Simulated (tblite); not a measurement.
Species: C₇H₁₂PSi (charge -1).
Numbering: `[CH3:1][CH2:2][c:3]1[p-:4][cH:5][c:6]([SiH3:7])[c:8]1[CH3:9]` (hydrogens: H10, H11, H12 on C1; H13, H14 on C2; H15 on C5; H16, H17, H18 on Si7; H19, H20, H21 on C9)
Bond orders are those of one Lewis drawing.

Computed with GFN2-xTB (tblite), gas phase: L-BFGS steps from a force-field or distance-geometry start until the largest atomic force falls under 0.01 eV/Å.

Step 99: E = -695.1679 eV
```
atom  x, y, z in Å  |  force x, y, z in eV/Å
C1      2.9007    0.4219   -0.1837   -0.010   0.012  -0.032
C2      2.1414   -0.5915    0.6737   -0.005   0.023  -0.008
C3      0.7277   -0.1412    0.9112   -0.006  -0.042   0.012
P4      0.2243    0.6147    2.4257    0.030   0.003   0.000
C5     -1.3691    0.8112    1.7796    0.010  -0.045   0.034
C6     -1.5181    0.3211    0.4837    0.008   0.007   0.009
Si7    -3.1337    0.3600   -0.4051    0.006  -0.061   0.004
C8     -0.3021   -0.2219   -0.0043    0.007   0.008  -0.005
C9     -0.1658   -0.8091   -1.3801   -0.016  -0.001   0.002
H10     2.8970    1.3890    0.3169    0.053  -0.025  -0.011
H11     2.4070    0.5414   -1.1462   -0.002  -0.005  -0.004
H12     3.9323    0.1088   -0.3619    0.000   0.021   0.048
H13     2.1612   -1.5718    0.1772   -0.014   0.028   0.023
H14     2.6502   -0.6972    1.6372   -0.006   0.007  -0.022
H15    -2.1708    1.2519    2.3568   -0.007   0.029  -0.026
H16    -3.0404    0.7201   -1.8370   -0.004   0.019  -0.011
H17    -4.0869    1.3200    0.1832    0.015   0.013  -0.001
H18    -3.8639   -0.9345   -0.4035   -0.002   0.000  -0.032
H19     0.6687   -1.5093   -1.4350   -0.021  -0.008   0.028
H20     0.0094   -0.0299   -2.1288   -0.027   0.020   0.006
H21    -1.0782   -1.3367   -1.6599   -0.010  -0.005  -0.012
```

Step 100: E = -695.1687 eV
```
atom  x, y, z in Å  |  force x, y, z in eV/Å
C1      2.9046    0.4247   -0.1790   -0.021   0.017  -0.003
C2      2.1419   -0.5927    0.6712   -0.001   0.006   0.000
C3      0.7278   -0.1423    0.9085    0.014  -0.031   0.015
P4      0.2294    0.6220    2.4209    0.026  -0.003  -0.007
C5     -1.3655    0.8174    1.7778    0.012  -0.047   0.028
C6     -1.5178    0.3210    0.4845    0.003   0.017  -0.001
Si7    -3.1316    0.3610   -0.4076   -0.005  -0.097   0.020
C8     -0.3035   -0.2243   -0.0051    0.013   0.001   0.016
C9     -0.1730   -0.8157   -1.3797   -0.016   0.006   0.021
H10     2.9020    1.3882    0.3289    0.049  -0.026  -0.011
H11     2.4097    0.5524   -1.1393    0.003  -0.006  -0.023
H12     3.9367    0.1134   -0.3583   -0.011   0.009   0.042
H13     2.1612   -1.5714    0.1712   -0.012   0.037   0.013
H14     2.6481   -0.7052    1.6355   -0.005   0.017  -0.027
H15    -2.1648    1.2630    2.3547   -0.007   0.024  -0.030
H16    -3.0379    0.7322   -1.8361   -0.004   0.028  -0.017
H17    -4.0907    1.3074    0.1913    0.009   0.025  -0.003
H18    -3.8567   -0.9382   -0.4206    0.011   0.017  -0.031
H19     0.6656   -1.5104   -1.4400   -0.020  -0.006   0.032
H20    -0.0097   -0.0365   -2.1301   -0.025   0.023  -0.011
H21    -1.0847   -1.3494   -1.6492   -0.012  -0.012  -0.024
```

Step 101: E = -695.1699 eV
```
atom  x, y, z in Å  |  force x, y, z in eV/Å
C1      2.9088    0.4288   -0.1730   -0.023   0.017   0.031
C2      2.1421   -0.5943    0.6674    0.006  -0.011   0.007
C3      0.7280   -0.1445    0.9055    0.032  -0.008   0.015
P4      0.2367    0.6319    2.4145    0.014  -0.010  -0.012
C5     -1.3603    0.8258    1.7757    0.010  -0.042   0.018
C6     -1.5172    0.3220    0.4858   -0.002   0.023  -0.004
Si7    -3.1285    0.3602   -0.4108   -0.018  -0.104   0.030
C8     -0.3054   -0.2275   -0.0052    0.013  -0.010   0.036
C9     -0.1835   -0.8243   -1.3780   -0.014   0.015   0.029
H10     2.9098    1.3862    0.3461    0.035  -0.018  -0.012
H11     2.4123    0.5685   -1.1304    0.011  -0.008  -0.038
H12     3.9413    0.1191   -0.3534   -0.026  -0.008   0.028
H13     2.1600   -1.5701    0.1619   -0.007   0.038  -0.003
H14     2.6458   -0.7164    1.6319   -0.002   0.026  -0.025
H15    -2.1564    1.2796    2.3510   -0.005   0.017  -0.030
H16    -3.0327    0.7487   -1.8349   -0.007   0.033  -0.011
H17    -4.0951    1.2904    0.2011    0.009   0.025  -0.012
H18    -3.8455   -0.9443   -0.4452    0.021   0.028  -0.026
H19     0.6609   -1.5115   -1.4445   -0.020   0.000   0.027
H20    -0.0368   -0.0443   -2.1310   -0.019   0.010  -0.021
H21    -1.0934   -1.3671   -1.6349   -0.008  -0.013  -0.028
```

Q: Estimate the geometry and energy of step 102. (The exact step hangs on the optimiser's Hessian estimate; all steps are aligned on step 101, rigid shifts and turns removed.)

A: E = -695.1709 eV, largest force 0.077 eV/Å
```
atom  x, y, z in Å  |  force x, y, z in eV/Å
C1      2.9117    0.4320   -0.1689   -0.016   0.013   0.049
C2      2.1421   -0.5951    0.6638    0.008  -0.019   0.009
C3      0.7284   -0.1464    0.9040    0.034   0.015   0.008
P4      0.2433    0.6393    2.4100   -0.001  -0.011  -0.005
C5     -1.3558    0.8314    1.7755   -0.001  -0.028   0.013
C6     -1.5169    0.3230    0.4881   -0.003   0.014  -0.004
Si7    -3.1256    0.3566   -0.4136   -0.011  -0.070   0.029
C8     -0.3073   -0.2301   -0.0038    0.008  -0.021   0.042
C9     -0.1938   -0.8301   -1.3754   -0.006   0.017   0.032
H10     2.9168    1.3842    0.3584    0.015   0.007  -0.006
H11     2.4155    0.5804   -1.1247    0.017  -0.006  -0.048
H12     3.9445    0.1234   -0.3482   -0.028  -0.027   0.008
H13     2.1583   -1.5677    0.1539    0.000   0.021  -0.022
H14     2.6448   -0.7239    1.6274    0.005   0.026  -0.008
H15    -2.1492    1.2925    2.3485   -0.005   0.011  -0.022
H16    -3.0245    0.7601   -1.8341   -0.012   0.032   0.002
H17    -4.0970    1.2773    0.2056    0.005   0.020  -0.017
H18    -3.8364   -0.9496   -0.4671    0.019   0.017  -0.019
H19     0.6539   -1.5122   -1.4465   -0.008   0.001   0.015
H20    -0.0598   -0.0490   -2.1293   -0.008   0.002  -0.034
H21    -1.1021   -1.3791   -1.6243   -0.012  -0.015  -0.024
```

The energy changes by -0.0010 eV. The first-order estimate −F·Δx gives -0.0015 eV and the mean of the old and new forces, exact on a quadratic surface, -0.0010 eV. The step makes an angle of 82° with the force vector and moves no atom by more than 0.024 Å.

What follows is the cost of the whole relaxation. Hardware: Arm Neoverse V1, one thread (shared host). Cost: 1.5 s of wall time.
